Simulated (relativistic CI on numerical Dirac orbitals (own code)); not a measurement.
Judd-Ofelt analysis for Gd⁴⁺

These numbers are calculated, not measured: Dirac-Coulomb-Breit CI, orbitals from a KLI potential per configuration, a model potential for QED, valence Slater integrals scaled by 0.7 (own radial code, finite nucleus).

Configuration 4f6 alone, in intermediate coupling. Take Ω₂ = 1.85, Ω₄ = 0.87, Ω₆ = 4.28 (10⁻²⁰ cm²) and refractive index n = 2.04 as given. A_ED = 64π⁴e²ν³ n(n² + 2)²/[27h(2J + 1)] Σ Ω_λ |U^λ|², in Gaussian units with ν in cm⁻¹, and A_MD is n³ times the free-ion magnetic-dipole rate; a dash marks a rate that is forbidden or under 2 % of the level's free-ion decay.

Emitting level 5D_2 at 19607 cm⁻¹ (radiative decay alone: multiphonon quenching in a host is left out, and the level can lie too high or too low):

| To | ν (cm⁻¹) | U² squared | U⁴ squared | U⁶ squared | Free-ion A(M1) (s⁻¹) |
| --- | --- | --- | --- | --- | --- |
| 7F_0 | 19607 | 0.0013 | 0.0000 | 0.0000 | - |
| 7F_1 | 18990 | 0.0000 | 0.0000 | 0.0000 | - |
| 7F_2 | 18028 | 0.0037 | 0.0031 | 0.0000 | - |
| 7F_3 | 16899 | 0.0048 | 0.0052 | 0.0000 | 13.9 |
| 7F_4 | 15704 | 0.0041 | 0.0007 | 0.0000 | - |
| 7F_5 | 14502 | 0.0000 | 0.0034 | 0.0000 | - |
| 7F_6 | 13340 | 0.0000 | 0.0000 | 0.0000 | - |
| 5D_0 | 5441 | 0.0144 | 0.0000 | 0.0000 | - |
| 5D_1 | 3029 | 0.0111 | 0.0000 | 0.0000 | 1.51 |

(1) Give the rates, branching ratios and the radiative lifetime.

Answers

(1) The rates are:

```
  To  λ (nm)  A_ED (s⁻¹)  A_MD (s⁻¹)  β (%)
7F_0     510        22.9           0    6.4
7F_1     527           0           0    0.0
7F_2     555        69.4           0   19.2
7F_3     592        80.3         118   54.9
7F_4     637        40.2           0   11.1
7F_5     690        11.3           0    3.1
7F_6     750           0           0    0.0
5D_0    1838        5.34           0    1.5
5D_1    3302       0.708        12.8    3.7
```

τ_rad = 2.77e-03 s. Computed level positions enter as ν³, so measured ones would change the rates. For the strongest line (592 nm) and an assumed effective width Δλ = 11 nm (300 cm⁻¹), the Füchtbauer-Ladenburg formula σ = λ⁴A/(8πcn²Δλ) gives a peak emission cross-section of 0.074 × 10⁻²⁰ cm².
